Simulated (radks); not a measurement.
Cu27+, 2 electrons, occupied as [He].

Method: scalar-relativistic Kohn-Sham, PBE, spin-unpolarised, spherical densities, point nucleus; computed with a radial shooting solver on a logarithmic mesh with Libxc functionals.

Energy parts (hartree):
part                       energy
total                  -832.01924
kinetic                 850.96634
electron-nucleus      -1701.46806
Hartree                  36.37544
exchange-correlation    -17.89296

Orbitals (lengths in bohr, moments of r in powers of bohr; r(90%) holds 90 % of the orbital's charge):
orbital  occ.  eigenvalue (hartree)  r(90%)
1s          2             -400.2764  0.0922

The highest occupied level is 1s at -10892.1 eV. Summed over all electrons, <r^2> = 0.007167 bohr^2, which gives a Langevin (diamagnetic) susceptibility term of -0.00568 x 10^-6 cm^3/mol. For comparison, the ionisation energy in NIST's Atomic Spectra Database is 11062.4 eV (theoretical). In exact Kohn-Sham theory the highest level is minus the ionisation energy, but local and semilocal functionals leave it too shallow, through self-interaction and a potential that decays too fast; potentials with the right tail come closer. The density falls to 0.001 e/bohr^3 at r = 0.29 bohr.
